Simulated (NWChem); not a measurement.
System: C$_{2}$H$_{8}$Ti; SMILES [TiH2]([CH3])[CH3]

Here is an NWChem input.

```
start job
memory heap 200 mb stack 900 mb global 1100 mb
geometry units angstroms noautoz
  Ti    -0.000001    -0.000000    -0.425354
  C      1.677346    -0.123469     0.701742
  H      2.180787    -1.064727     0.410508
  H      1.504472    -0.110580     1.789821
  H      2.313297     0.733763     0.410263
  C     -1.677345     0.123468     0.701745
  H     -2.313296    -0.733764     0.410268
  H     -2.180788     1.064726     0.410510
  H     -1.504469     0.110581     1.789824
  H     -0.102792    -1.396337    -1.400144
  H      0.102788     1.396337    -1.400144
end
basis spherical
  * library def2-svpd
end
dft
  xc pbe0
  iterations 150
end
tddft
  cis
  nroots 6
  notriplet
end
task tddft energy
```

Structure relaxed at the PBE0/def2-SVP level.

Vertical excitations in the gas phase.

### Question
What results follow from this input? (PBE0/def2-SVPD, TDA.) Quantities: lowest excitation, singlet (eV); orbital gap (eV).

### Answer
lowest excitation, singlet (eV): 3.63
orbital gap (eV): 6.06
